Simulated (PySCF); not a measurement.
C₂H₅FOSi₂, SMILES F[Si@H]1[SiH2]CC1=O.

Geometry: B3LYP-D3(BJ)/def2-SVP. The structure was generated by enumeration; whether it is a known compound was not checked.

All values below come from TDA-CAM-B3LYP/def2-SVPD (PySCF).

Vertical excitations. The molecule is in vacuum.

```csv
state,energy (eV),λ (nm),f,main pairs
S1,3.04,408,0.001,HOMO→LUMO 92 %
S2,5.19,239,0.010,HOMO−1→LUMO 91 %
S3,5.95,208,0.007,"HOMO→LUMO+4 38 %, HOMO→LUMO+3 31 %, HOMO→LUMO+1 9 %, HOMO−1→LUMO 6 %"
S4,6.20,200,0.055,"HOMO→LUMO+1 60 %, HOMO→LUMO+4 12 %, HOMO−2→LUMO 11 %"
S5,6.33,196,0.013,"HOMO→LUMO+2 50 %, HOMO−2→LUMO 34 %"
S6,6.53,190,0.054,"HOMO−2→LUMO 31 %, HOMO→LUMO+3 28 %, HOMO→LUMO+1 18 %, HOMO→LUMO+2 8 %"
S7,6.71,185,0.104,"HOMO→LUMO+3 26 %, HOMO→LUMO+2 23 %, HOMO→LUMO+4 23 %, HOMO→LUMO+5 7 %"
S8,7.05,176,0.069,"HOMO→LUMO+5 32 %, HOMO→LUMO+6 19 %, HOMO−1→LUMO+1 15 %, HOMO−1→LUMO+2 8 %"
S9,7.30,170,0.057,"HOMO→LUMO+5 42 %, HOMO−1→LUMO+1 26 %, HOMO−1→LUMO+2 19 %"
S10,7.42,167,0.040,"HOMO−1→LUMO+2 32 %, HOMO−3→LUMO 19 %, HOMO−1→LUMO+1 15 %, HOMO→LUMO+6 13 %"
T1,2.44,508,0,HOMO→LUMO 89 %
T2,4.60,269,0,HOMO−1→LUMO 84 %
T3,5.37,231,0,"HOMO−2→LUMO 46 %, HOMO−4→LUMO 12 %, HOMO→LUMO+1 8 %"
T4,5.52,225,0,"HOMO→LUMO+1 56 %, HOMO−2→LUMO 9 %"
```
Triplets are in the Tamm–Dancoff approximation.
